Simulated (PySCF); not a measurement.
BH2, SMILES [BH2], multiplicity 2.

Geometry: ωB97X-D3(BJ)/def2-TZVPD. The isomer is the one that the SMILES or the coordinates give; other isomers of the formula were not compared.

All values below come from TDA-CAM-B3LYP/def2-TZVPD in PySCF.

Vertical excitations. Isolated molecule, no solvent.

Computed excitation energies, oscillator strengths and character:
| state | energy (eV) | λ (nm) | f | main pairs |
|---|---|---|---|---|
| root 1 | 1.24 | 997 | 0.003 | α HOMO→LUMO 98 % |
| root 2 | 5.40 | 230 | 0.059 | α HOMO→LUMO+1 96 % |
| root 3 | 5.52 | 224 | 0.000 | α HOMO−1→LUMO 59 %, β HOMO→LUMO 38 % |
| root 4 | 6.31 | 196 | 0.001 | β HOMO→LUMO+1 94 % |
| root 5 | 6.36 | 195 | 0.000 | α HOMO−1→LUMO 39 %, β HOMO→LUMO 60 % |
| root 6 | 7.02 | 177 | 0.017 | α HOMO→LUMO+3 92 % |
| root 7 | 7.10 | 175 | 0.000 | α HOMO→LUMO+2 93 % |
| root 8 | 7.54 | 164 | 0.144 | α HOMO→LUMO+5 93 % |
| root 9 | 7.90 | 157 | 0.002 | α HOMO→LUMO+4 88 % |
| root 10 | 7.96 | 156 | 0.000 | α HOMO→LUMO+6 99 % |
Unrestricted roots are not spin-pure.
